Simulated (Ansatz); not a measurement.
```yaml
crystal:
  periodic: [false, false, false]
  atoms:
    - {symbol: F, position_ang: [-0.167283, -1.781269, 1.721186]}
    - {symbol: Ga, position_ang: [0.710152, -1.204872, 0.327389]}
    - {symbol: F, position_ang: [2.397812, -0.537381, 0.512622]}
    - {symbol: F, position_ang: [0.401938, -2.117443, -1.168127]}
    - {symbol: As, position_ang: [-0.564504, 0.912934, -0.229175]}
    - {symbol: H, position_ang: [-1.640983, 1.354992, 0.708581]}
    - {symbol: H, position_ang: [-1.331292, 1.054102, -1.509695]}
    - {symbol: H, position_ang: [0.206989, 2.207416, -0.327308]}
basis:
  gaussian: {orbitals: def2-SVPD}
hamiltonian: {xc: {name: RPBE}, dispersion: d3bj}
scf: {max_iter: 3}
```

```sh
$ ansatz run in.yaml --threads 4 --pin off --events-out ev --progress --plain --max-ram 10444MiB
```

Output, abridged:

```
Error: invalid value for `basis.gaussian`: such a run doesn't read scf.max_iter; remove what it names
```

(1) Something in this input is off. What?

Results:

(1) The input holds a key that doesn't belong there. The input was rejected before any iteration.
